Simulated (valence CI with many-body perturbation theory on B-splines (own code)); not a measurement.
Tl76+: electric-dipole lines

Level of theory: relativistic CI+MBPT: three valence electrons over a frozen Dirac-Fock core [He], radial functions for each j: 11 s, 11 p, 10 d, 8 f, 5 g, 2 h, with the one-electron correlation potential Σ1 (screened to all orders), the two-electron term Σ2, the three-electron term Σ3, Breit, model QED; selected single and double excitations, second order for the rest, scaled by the run's own slope (own B-spline code, finite nucleus).

No measured spectrum was set against this ion. As an estimate, large intervals hold to a few tenths of a per cent, small ones and those within an open d or f shell to about a per cent.

Lines 201 to 250 of 565 in falling wavelength, among levels below 1447.7 Ry, chosen from the strongest by gf and those to the six lowest levels. Wavelengths and rates use the calculated energies. Electric multipoles are in the length gauge, E1 and E2 with the static RPA response of the core. Weak lines are less certain than strong ones. Lines between different terms over intervals too small for the method are left out, as are lines whose strength nearly cancels. Where a level lies close to another of its J and parity, the split of strength between their lines is uncertain. The highest levels of a list are the least certain.

Levels are named by their leading jj configuration (3d3/2^4 stands for four electrons in 3d with j = 3/2), which in mixed levels can hold well under half, so a name can repeat and another be missing. Letters in brackets count levels of one name in rising energy.

| λ vac (Å) | Upper | Lower | A (s⁻¹) | S (a.u.) with core polarisation | S without |
| --- | --- | --- | --- | --- | --- |
| 4.855 | (2p3/2^2 3p1/2) J=1/2 | (2s 2p3/2 3p1/2) J=1/2 | 1.52e+13 | 1.71e-03 | 1.72e-03 |
| 4.855 | (2s 2p3/2 3p1/2) J=1/2 | (2s^2 3p1/2) J=1/2 | 2.99e+13 | 3.38e-03 | 3.39e-03 |
| 4.855 | (2p1/2 2p3/2 3s) J=5/2 | (2s 2p1/2 3s) J=3/2 | 2.08e+13 | 7.03e-03 | 7.04e-03 |
| 4.854 | (2p3/2^2 3d5/2) J=1/2 | (2s 2p3/2 3d5/2) J=3/2 [a] | 1.98e+13 | 2.23e-03 | 2.23e-03 |
| 4.854 | (2p1/2 2p3/2 3d3/2) J=1/2 [b] | (2s 2p1/2 3d3/2) J=1/2 | 1.90e+13 | 2.14e-03 | 2.14e-03 |
| 4.854 | (2s 2p3/2 3s) J=1/2 | (2s^2 3s) J=1/2 | 2.98e+13 | 3.37e-03 | 3.37e-03 |
| 4.853 | (2s 2p3/2 3p1/2) J=3/2 [b] | (2s^2 3p1/2) J=1/2 | 2.89e+13 | 6.52e-03 | 6.53e-03 |
| 4.852 | (2p1/2 2p3/2 3p1/2) J=1/2 | (2s 2p1/2 3p1/2) J=1/2 [a] | 1.96e+13 | 2.21e-03 | 2.21e-03 |
| 4.852 | (2p1/2 2p3/2 3d5/2) J=3/2 [b] | (2s 2p1/2 3d5/2) J=5/2 [b] | 1.53e+13 | 3.45e-03 | 3.46e-03 |
| 4.847 | (2p1/2 2p3/2 3d5/2) J=7/2 [b] | (2s 2p1/2 3d5/2) J=7/2 | 1.08e+13 | 4.85e-03 | 4.86e-03 |
| 4.846 | (2p1/2 2p3/2 3p3/2) J=5/2 [b] | (2s 2p1/2 3p3/2) J=5/2 | 1.28e+13 | 4.32e-03 | 4.32e-03 |
| 4.845 | (2p1/2 2p3/2 3d3/2) J=3/2 [a] | (2s 2p1/2 3d3/2) J=3/2 [a] | 1.70e+13 | 3.81e-03 | 3.82e-03 |
| 4.845 | (2p3/2^2 3d3/2) J=3/2 [b] | (2s 2p3/2 3d3/2) J=3/2 [b] | 1.04e+13 | 2.33e-03 | 2.33e-03 |
| 4.845 | (2p1/2 2p3/2 3d3/2) J=5/2 [a] | (2s 2p1/2 3d3/2) J=3/2 [a] | 9.63e+12 | 3.24e-03 | 3.25e-03 |
| 4.843 | (2p3/2^2 3p3/2) J=3/2 [b] | (2s 2p3/2 3p3/2) J=5/2 [b] | 1.84e+13 | 4.12e-03 | 4.12e-03 |
| 4.843 | (2p1/2 2p3/2 3p3/2) J=5/2 [b] | (2s 2p1/2 3p3/2) J=3/2 [b] | 8.23e+12 | 2.77e-03 | 2.77e-03 |
| 4.842 | (2s 2p3/2 3d5/2) J=5/2 [b] | (2s^2 3d5/2) J=5/2 | 2.16e+13 | 7.25e-03 | 7.26e-03 |
| 4.841 | (2p1/2 2p3/2 3d5/2) J=1/2 | (2s 2p1/2 3d5/2) J=3/2 | 2.12e+13 | 2.38e-03 | 2.38e-03 |
| 4.841 | (2p1/2 2p3/2 3p1/2) J=3/2 [a] | (2s 2p1/2 3p1/2) J=1/2 [a] | 1.25e+13 | 2.79e-03 | 2.79e-03 |
| 4.841 | (2p3/2^2 3s) J=1/2 | (2s 2p3/2 3s) J=1/2 | 1.55e+13 | 1.74e-03 | 1.74e-03 |
| 4.840 | (2s 2p3/2 3p3/2) J=3/2 [b] | (2s^2 3p3/2) J=3/2 | 2.86e+13 | 6.39e-03 | 6.40e-03 |
| 4.838 | (2p1/2 2p3/2 3d5/2) J=3/2 [a] | (2s 2p1/2 3d5/2) J=5/2 [a] | 8.93e+12 | 2.00e-03 | 2.00e-03 |
| 4.838 | (2s 2p3/2 3s) J=3/2 [b] | (2s^2 3s) J=1/2 | 2.82e+13 | 6.30e-03 | 6.31e-03 |
| 4.837 | (2s 2p3/2 3d3/2) J=1/2 [b] | (2s^2 3d3/2) J=3/2 | 3.04e+13 | 3.39e-03 | 3.40e-03 |
| 4.835 | (2p1/2 2p3/2 3d5/2) J=5/2 [a] | (2s 2p1/2 3d5/2) J=5/2 [a] | 7.72e+12 | 2.59e-03 | 2.59e-03 |
| 4.834 | (2p3/2^2 3p3/2) J=5/2 | (2s 2p3/2 3p3/2) J=3/2 [a] | 7.50e+12 | 2.51e-03 | 2.51e-03 |
| 4.833 | (2p3/2^2 3d5/2) J=3/2 | (2s 2p3/2 3d5/2) J=1/2 | 7.38e+12 | 1.65e-03 | 1.65e-03 |
| 4.831 | (2p1/2 2p3/2 3p3/2) J=3/2 [b] | (2s^2 3d5/2) J=5/2 | 8.54e+12 | 1.90e-03 | 1.90e-03 |
| 4.831 | (2s 2p3/2 3p3/2) J=1/2 [b] | (2s^2 3p3/2) J=3/2 | 2.79e+13 | 3.10e-03 | 3.11e-03 |
| 4.830 | (2p1/2 2p3/2 3s) J=3/2 [a] | (2s 2p1/2 3s) J=1/2 [a] | 1.74e+13 | 3.86e-03 | 3.87e-03 |
| 4.830 | (2p1/2 2p3/2 3d3/2) J=1/2 [a] | (2s 2p1/2 3d3/2) J=3/2 [a] | 2.13e+13 | 2.36e-03 | 2.37e-03 |
| 4.827 | (2s 2p3/2 3d5/2) J=3/2 [b] | (2s^2 3d5/2) J=5/2 | 1.15e+13 | 2.56e-03 | 2.57e-03 |
| 4.823 | (2p3/2^2 3d5/2) J=5/2 [b] | (2p1/2 2p3/2 3p3/2) J=7/2 | 8.96e+12 | 2.98e-03 | 2.98e-03 |
| 4.820 | (2p3/2^2 3s) J=3/2 | (2s 2p3/2 3s) J=3/2 [a] | 1.73e+13 | 3.83e-03 | 3.84e-03 |
| 4.819 | (2p3/2^2 3d3/2) J=7/2 | (2s 2p3/2 3d3/2) J=7/2 | 1.83e+13 | 8.10e-03 | 8.11e-03 |
| 4.816 | (2s 2p1/2 2p3/2) J=1/2 | (2s^2 2p1/2) J=1/2 | 3.14e+13 | 3.47e-03 | 3.47e-03 |
| 4.815 | (2p3/2^2 3d3/2) J=3/2 [a] | (2s 2p3/2 3d3/2) J=3/2 [a] | 1.02e+13 | 2.24e-03 | 2.24e-03 |
| 4.813 | (2s 2p1/2 2p3/2) J=3/2 [b] | (2s^2 2p1/2) J=1/2 | 2.93e+13 | 6.44e-03 | 6.45e-03 |
| 4.811 | (2p3/2^2 3p1/2) J=3/2 | (2s 2p3/2 3p1/2) J=3/2 [a] | 2.03e+13 | 4.47e-03 | 4.47e-03 |
| 4.810 | (2p3/2^2 3p3/2) J=7/2 | (2s 2p3/2 3p3/2) J=7/2 | 1.92e+13 | 8.42e-03 | 8.43e-03 |
| 4.810 | (2p3/2^2 3p1/2) J=5/2 | (2s 2p3/2 3p1/2) J=5/2 | 2.10e+13 | 6.93e-03 | 6.94e-03 |
| 4.807 | (2p1/2 2p3/2^2) J=3/2 | (2s 2p1/2 2p3/2) J=5/2 | 2.45e+12 | 5.37e-04 | 5.38e-04 |
| 4.804 | (2p3/2^2 3d5/2) J=7/2 | (2s 2p3/2 3d5/2) J=9/2 | 5.52e+12 | 2.42e-03 | 2.42e-03 |
| 4.804 | (2p3/2^2 3d5/2) J=9/2 | (2s 2p3/2 3d5/2) J=9/2 | 1.78e+13 | 9.75e-03 | 9.76e-03 |
| 4.802 | (2p3/2^2 3d3/2) J=3/2 [a] | (2s 2p3/2 3d3/2) J=5/2 [a] | 8.22e+12 | 1.80e-03 | 1.80e-03 |
| 4.801 | (2p1/2 2p3/2^2) J=1/2 | (2s 2p1/2 2p3/2) J=3/2 [b] | 3.19e+13 | 3.49e-03 | 3.49e-03 |
| 4.800 | (2p1/2 2p3/2 3d5/2) J=5/2 [b] | (2s 2p1/2 3d5/2) J=5/2 [a] | 5.91e+12 | 1.94e-03 | 1.94e-03 |
| 4.800 | (2p3/2^2 3d5/2) J=5/2 [a] | (2s 2p3/2 3d5/2) J=3/2 [a] | 5.84e+12 | 1.91e-03 | 1.91e-03 |
| 4.799 | (2p3/2^2 3d3/2) J=5/2 | (2s 2p3/2 3d3/2) J=5/2 [a] | 1.23e+13 | 4.03e-03 | 4.04e-03 |
| 4.798 | (2p1/2 2p3/2^2) J=1/2 | (2s 2p1/2 2p3/2) J=1/2 | 1.52e+13 | 1.66e-03 | 1.66e-03 |
